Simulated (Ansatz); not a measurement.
Basis-set series for AlH$_{4}$NSSi (`[NH2][Al]1[SiH2][S]1`). Charge 0, multiplicity 1. The geometry is a stationary point of PBE0-D4/def2-TZVP. It is one conformer, not always the lowest.

| functional | basis | functions | energy (Eh) | HOMO (eV) | LUMO (eV) |
| --- | --- | --- | --- | --- | --- |
| PBE0-D4 | def2-SVP | 88 | -986.57718 | -6.45 | -0.89 |
| PBE0-D4 | def2-QZVPP | 387 | -987.00450 | -6.50 | -1.16 |
| ωB97M-V | def2-SVP | 88 | -986.92492 | -8.34 | 0.82 |
| ωB97M-V | def2-QZVPP | 387 | -987.35151 | -8.44 | 0.31 |

Question: Give the rows for def2-TZVPP. (An estimate is asked.)

Answer: The calculation gave: 
| functional | basis | functions | energy (Eh) | HOMO (eV) | LUMO (eV) |
| --- | --- | --- | --- | --- | --- |
| PBE0-D4 | def2-TZVPP | 213 | -986.97220 | -6.48 | -1.06 |
| ωB97M-V | def2-TZVPP | 213 | -987.32075 | -8.41 | 0.55 |

Positive LUMOs are unbound and depend on the basis.

Program: Ansatz 0.2.0.
